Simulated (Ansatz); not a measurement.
H2OSSi, SMILES `O[Si]S` (lower singlet; H–O–Si–S torsion 0°, O–Si–S–H torsion 0°) (charge 0, multiplicity 1). This singlet lies 2.18 eV below the relaxed triplet at the level frozen-core CCSD(T)/cc-pVTZ // PBE0-D3(BJ)/def2-TZVP (Ansatz, a first-principles code).

Z-matrix (Å, degrees):
```
Si
O 1 1.6463
H 2 0.9603 1 123.04
S 1 2.1759 2 104.25 3 0.00
H 4 1.3459 1 99.77 2 0.06
```
Charge 0, multiplicity 1.

Frozen-core energies in 6-31g from Ansatz at a geometry from PBE0-D3(BJ)/def2-TZVP; the HF reference has <S^2> = 0.00 and the T1 diagnostic is 0.017.

| level | energy (Ha) |
|---|---|
| HF | -762.38453 |
| MP2 | -762.60495 |
| CCSD | -762.62505 |

### Question
Estimate the energies of CCSD(T), CCSDT, CCSDT(Q) and CCSDTQ, and give each level's difference from CCSDTQ.

### Answer

```csv
level,energy (Ha),difference from CCSDTQ (mHa)
MP2,-762.60495,26.72
CCSD,-762.62505,6.62
CCSD(T),-762.63038,1.29
CCSDT,-762.63090,0.77
CCSDT(Q),-762.63175,-0.08
CCSDTQ,-762.63167,0.00
```
